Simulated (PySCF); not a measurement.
Atom-mapped SMILES (the numbers label the heavy atoms): `[CH2:1]=[CH:2][CH:3]1[CH2:4][SiH2:5][CH2:6]1` (H(Xn): hydrogen on atom n). Ha(C4), Ha(Si5), Ha(C6) are cis to C2 on the ring; Ha(C1) is cis to C3; Hb(C4), Hb(Si5), Hb(C6) are trans to C2 on the ring; Hb(C1) is trans to C3.

Level of theory: NMR shieldings at PBE0/pcSseg-1/GIAO, coordinates at the GFN2-xTB level, in PySCF 2.14 (one averaged value for each set of equivalent atoms, one conformer, no relativistic terms, no solvent).

Scale: 13C (186.93 ppm), 1H (31.72 ppm), 29Si (349.16 ppm) against TMS (reference shieldings calculated alike).

| atoms | nucleus | count | δ (ppm) |
| --- | --- | --- | --- |
| Ha(C4)/Ha(C6) | 1H | 2 | 1.14 |
| Hb(C4)/Hb(C6) | 1H | 2 | ? |
| C1 | 13C | 1 | 115.2 |
| H(C3) | 1H | 1 | 3.02 |
| Hb(C1) | 1H | 1 | 5.05 |
| Ha(C1) | 1H | 1 | 5.12 |
| C2 | 13C | 1 | ? |
| C4/C6 | 13C | 2 | 16.8 |
| Hb(Si5) | 1H | 1 | ? |
| H(C2) | 1H | 1 | 6.37 |
| Ha(Si5) | 1H | 1 | 4.87 |
| Si5 | 29Si | 1 | -39.8 |
| C3 | 13C | 1 | ? |

Task: Estimate the values marked ?.

Result: 
- C2: 155.4 ppm, alkene CH; an sp2 carbon of a C=C bond
- C3: 42.2 ppm, allylic sp3 CH; saturated and bonded to C and H only
- Hb(Si5): 4.74 ppm, hydrogen on a silicon bonded to 2 C, in a 4-membered ring
- Hb(C4)/Hb(C6): 1.98 ppm, hydrogen on an sp3 CH2 bonded to Si

Shifts are as computed. Against solution values, carbons near 30 ppm lie about +3 ppm off and those near 130 ppm about +5 ppm. Of 1211 compounds with measured shifts, 218 miss one by over three times the rms of a fit or turn the order of signals round; such compounds aren't used in these exercises.
